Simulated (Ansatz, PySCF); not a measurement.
Sn(Me)2(Cl)2 (C2H6Cl2Sn), SMILES [CH3][Sn]([CH3])([Cl])[Cl].

Geometry optimised at r2SCAN-D4/def2-SVP. The isomer is the one that the SMILES or the coordinates give; other isomers of the formula were not compared. The def2 effective core potentials stand for the cores of Sn; spin–orbit coupling is left out.

Vertical ionisation energy (IE) and electron affinity (EA) in eV. Rows of orbital energies are one-electron estimates. Where ΔSCF, EOM or ADC give a negative EA the extra electron is unbound and the value depends on the basis.

```tsv
level	IE	EA
−ε(HOMO), −ε(LUMO), PBE0/def2-TZVP (PySCF)	(withheld)	(withheld)
ΔSCF, PBE0/def2-SVPD (Ansatz), final states of multiplicity 2 and 2	10.19	-0.26
```

### Question
Some entries are withheld; supply them. (An estimate is asked for; the answer gives what the named calculation found.)

### Answer

- −ε(HOMO), −ε(LUMO), PBE0/def2-TZVP (PySCF), IE: 8.33
- −ε(HOMO), −ε(LUMO), PBE0/def2-TZVP (PySCF), EA: 1.05

### Question
What vertical singlet–triplet gap does ΔSCF give with PBE0/def2-SVPD (Ansatz, an electronic-structure program)? (Estimate from the structure and the level; the computed values follow.)

### Answer
5.43 eV (triplet above singlet where positive).
